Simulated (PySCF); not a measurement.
2-cyanothiophene, C5H3NS.
Atom-mapped SMILES: `[N:1]#[C:2][c:3]1[cH:4][cH:5][cH:6][s:7]1` (hydrogens: H8 on C4; H9 on C5; H10 on C6)

Structure used (PBE0-D3(BJ)/def2-TZVP), in Å, numbered top down from 1:
```
atom  x, y, z in Å
N1     3.3819   -0.5564    0.6196
C2     2.2698   -0.3129    0.4371
C3     0.9109   -0.0092    0.2171
C4    -0.0495   -0.8266   -0.3275
C5    -1.3079   -0.1981   -0.3987
C6    -1.2813    1.0782    0.0901
S7     0.2626    1.5254    0.6375
H8     0.1600   -1.8348   -0.6567
H9    -2.1978   -0.6672   -0.7946
H10   -2.0985    1.7807    0.1552
```

The closed-shell ground state was solved at several levels (PySCF, density fitting, gas phase, non-relativistic). Geometry: PBE0-D3(BJ)/def2-TZVP; no solvent, vibrations or thermal averaging.

```
           level  basis functions  total energy (Eh)  HOMO (eV)  LUMO (eV)  gap (eV)  dipole (D)
    KT3/pcSseg-2              301          -652.2036      -6.49      -2.57      3.92        4.74
wB97X-D/pcSseg-2              301          -645.2626      -9.25      -0.11      9.14        4.85
  B97-2/pcSseg-2              301          -645.2971      -7.28      -1.84      5.44        4.85
```

Question: Estimate the row for PBE0/pcSseg-2, a basis of 301 functions; the other rows only guide the guess.

Answer: Total energy -644.9298 Eh, HOMO -7.53 eV, LUMO -1.81 eV, gap 5.72 eV, dipole 4.86 D.

Question: Over all these levels, which gives the widest orbital gap and which the narrowest?

Answer: wB97X-D/pcSseg-2 (range-separated hybrid) has the widest, 9.14 eV, and KT3/pcSseg-2 (GGA) the narrowest, 3.92 eV. From the narrowest to the widest the HOMO moves by -2.76 eV and the LUMO by +2.46 eV.

Question: In the pcSseg-2 basis, how does the gap go with the fixed share of exact exchange?

Answer: KT3 (0 %) 3.92 eV; B97-2 (21 %) 5.44 eV; PBE0 (25 %) 5.72 eV. Each rise in the share widens the gap here.

Question: How far do the dipole and the HOMO energy spread over the levels?

Answer: The dipole runs from 4.74 to 4.86 D (mean 4.82 D) and the HOMO from -9.25 to -6.49 eV.

Note: wB97X-D ran without an empirical dispersion term, which enters the total energy and its gradient alone.
